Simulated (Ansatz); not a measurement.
`C#[C][In]([F])[Cl]` → 2 C• + Cl• + F• + H• + In•  (atomization)

Gas-phase electronic energies from Ansatz, PBE0-D4/def2-TZVP geometries. CBS: MP2 limit from def2 TZ/QZ plus the TZ coupled-cluster correction, frozen cores. This one scheme is used for every species, atoms too. Functionals use def2-TZVPP. No spin–orbit coupling; open shells (•) take unrestricted orbitals. Spin–orbit coupling would lower the free atoms: a little for C, Cl, F; strongly for In. def2 core potentials past Kr. Bonds to In are less sure, by a few kJ/mol each and by 10 to 20 or more in all where they break to atoms, as the def2 sets lack core-valence functions.

```csv
level,ΔE (kJ/mol)
PBE,2292.4
BLYP,2187.0
MP2/def2-TZVPP,2275.7
MP2/def2-QZVPP,2320.6
```

What does CCSD(T)/CBS give? (An estimate is asked.)

Ansatz gave: +2248.9 kJ/mol. The listed levels differ from it by 43.5, -61.9, 26.8, 71.7 kJ/mol.

Largest T1 diagnostic among the species: 0.015.

The D4 term adds +21.6 kJ/mol with B3LYP and +11.4 kJ/mol with PBE0; it sums over pairs of atoms, weighted by their polarisabilities, and B3LYP, whose exchange is more repulsive, gets the larger term. At CCSD(T), def2-SVP lies −148.5 kJ/mol from the extrapolated value and def2-TZVPP −74.3 kJ/mol: correlation converges slowly with the basis, and small sets miss more of it in the bonded molecule than in its fragments. In def2-TZVPP, CCSD(T) changes the Hartree–Fock value by +609.5 kJ/mol (the triples alone add +59.4 kJ/mol) and MP2 by +710.6 kJ/mol; breaking electron pairs costs correlation energy, which Hartree–Fock lacks.

B3LYP here is the variant with VWN-RPA as its local correlation; programs differ in this.

For atomizations the MP2-based limit and the directly extrapolated one differ by several kJ/mol either way, and by 10 to 25 for some Ge, Se and Sn compounds, so smaller differences from it don't rank the levels.
